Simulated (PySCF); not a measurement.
## Tl³⁺ (thallium, charge +3) across methods

[Xe] 4f14 5d10, closed-shell 1S. All numbers are calculated (PySCF 2.14, a scalar-relativistic core potential, in aug-cc-pVTZ-PP with one added diffuse shell each of d, f type with ECP60MDF (6s5p5d3f, 67 functions)).

| method | E (hartree) | mean ε 5s (eV) | mean ε 5p (eV) | mean ε 5d (eV) | Σ⟨r²⟩ (bohr²) | ⟨S²⟩ |
| --- | --- | --- | --- | --- | --- | --- |
| PBE | -170.4682 | -160.78 | -106.66 | -44.307 | 29.90 | 0.000 |
| B3LYP | -170.5016 | -165.55 | -110.41 | -46.054 | 29.88 | 0.000 |
| BHandHLYP | -170.3571 | -172.22 | -115.63 | -48.405 | 29.75 | 0.000 |
| B97-3 | -170.5056 | -166.92 | -111.46 | -46.490 | 29.73 | 0.000 |
| UHF | -169.62141 | -182.39 | -123.44 | -51.544 | 29.58 | 0.000 |
| LDA | -170.1501 | -160.76 | -106.61 | -44.472 | 30.09 | 0.000 |
| PBE0 | -170.4558 | -166.47 | -111.13 | -46.398 | 29.77 | 0.000 |
| CAM-B3LYP | -170.4069 | -167.62 | -112.48 | -47.909 | 29.89 | 0.000 |
| r2SCAN | -170.5224 | -163.57 | -108.70 | -44.698 | 29.68 | 0.000 |

Energies and moments cover only the electrons outside the core potential. Spin-orbit coupling, which splits the p, d and f shells strongly at this Z, is absent.
